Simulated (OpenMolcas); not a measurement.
**Ru4+: moving or changing the point charges**

Ru4+ among 6 point charges of -1.5 e arranged as a trigonal antiprism (D3d), 1.84 Å from the ion, with a polar angle of 47.1° against the regular 54.74°.
```
   0.0000    1.3473    1.2532  -1.50
  -1.1668   -0.6736    1.2532  -1.50
   1.1668   -0.6736    1.2532  -1.50
   0.0000   -1.3473   -1.2532  -1.50
   1.1668    0.6736   -1.2532  -1.50
  -1.1668    0.6736   -1.2532  -1.50
```

```json
{
 "Program": "OpenMolcas",
 "Method": "CASSCF",
 "Basis": "ANO-RCC-VTZP [7s6p4d2f1g]",
 "Scalar Hamiltonian": "DKH2, point nucleus",
 "Active space": "4 electrons in 5 orbitals (4d)",
 "State averaging": "2S+1 = 5 even, 5 roots; 2S+1 = 3 even, 45 roots; 2S+1 = 1 even, 50 roots",
 "Spin-orbit coupling": "state interaction with AMFI integrals over the reference wave functions"
}
```

Runs around this geometry, states (labels of D3, the rotations of D3d). Energies in cm-1 above the lowest state or level, χT in cm3 K/mol.

```
R (Å)  q (e)  Polar angle / regular  Ground state  First state of that spin  First gap with spin-orbit (degeneracies)  χT at 300 K  First state of another spin
 1.84   -1.5                   0.79            5E                  5A1 3709                               53.7 (1, 2)        1.678                     3E 10994
 1.84  -0.98                   0.86            5E                  5A1 3220                              106.0 (1, 2)        1.582                     3E 15796
 1.69   -1.5                   0.86            5E                  5A1 8486                               50.2 (1, 2)        2.024                      3E 7555
 1.84   -1.5                   0.86            5E                  5A1 5110                               53.7 (1, 2)        1.830                     3E 12317
 1.92   -1.5                   0.86            5E                  5A1 3926                               75.8 (1, 2)        1.698                     3E 14056
```

Taking the first state of the same spin as R^-n, n = -ln(3926 / 8486) / ln(1.92 / 1.69) = 6.0 between the shortest and longest distance.

Scaling the charges by -0.98 / -1.5 = 0.65 scales the first state of the same spin by 3220 / 5110 = 0.63; with fixed orbitals a first-order splitting would follow the charge.

An orbital doublet at a regular site is open to a Jahn-Teller distortion, which this geometry leaves out. Without dynamic correlation the repulsion within the d shell is too large (B by tens of per cent), so at a given field states of lower spin stand too high. Point charges give a weaker field than real ligands, and real ions of this kind are as a rule low spin; the high spin found here belongs to the model. This shell can be high or low spin here, a state of another spin lies low, and with metal d orbitals alone active their balance is uncertain, so the ground spin may be wrong (holds for R = 1.84, q = -1.5, ratio = 0.79; R = 1.69, q = -1.5, ratio = 0.86; R = 1.84, q = -1.5, ratio = 0.86; R = 1.92, q = -1.5, ratio = 0.86). This is an electrostatic model: the charges have no orbitals. No measured value stands beside these numbers.
